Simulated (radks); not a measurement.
Numerical settings for the oxygen ion O+, [He] 2s2 2p3. All-electron calculation, scalar-relativistic Kohn-Sham, LDA (Slater exchange, Perdew-Wang correlation), spin-unpolarised, spherical densities, point nucleus. Program: a radial shooting solver on a logarithmic mesh with Libxc functionals. The defaults (mesh step 0.008 in ln r, mesh end at 40 bohr or more with all orbitals vanishing there, Anderson mixing 0.5 over 9 steps, residual threshold near 1e-9 with the energy settled to 1e-9 hartree or 1e-11 of itself, here a cap of 68 iterations) give E = -73.9169 hartree and 2p at -24.590 eV in 14 iterations. Run on one thread of a shared host, so times are rough (Arm Neoverse N1): 0.06 s of CPU time, 0.06 s wall, 14 iterations on 2476 mesh points. Changes against that run (0 stands for a change within the tolerance of the run):

setting	iterations	converged	E (mhartree)	e(2p) (meV)	CPU (s)
mesh step in ln r 0.12	4	no	diverged	-	0.01
mesh step in ln r 0.08	14	yes	+0.00179	0	0.02
mesh step in ln r 0.005	14	yes	0	0	0.09
mesh end (bohr) 20	14	yes	0	0	0.06
mesh end (bohr) 12	14	yes	0	0	0.06
residual threshold 1e-05	9	yes	0	-0.0172	0.04
residual threshold 0.1	8	yes	0	+1.2	0.04
mixing 2.5	15	yes	0	0	0.06
linear mixing, mixing 1	51	yes	0	0	0.17
linear mixing, mixing 0.2	68	no	0	0	0.22
mixing history 3	15	yes	0	0	0.06
iteration cap 8	8	no	0	-0.0172	0.03

No run marked as converged misses the energy by more than 1 mhartree. A mesh that ends early acts as a hard wall.
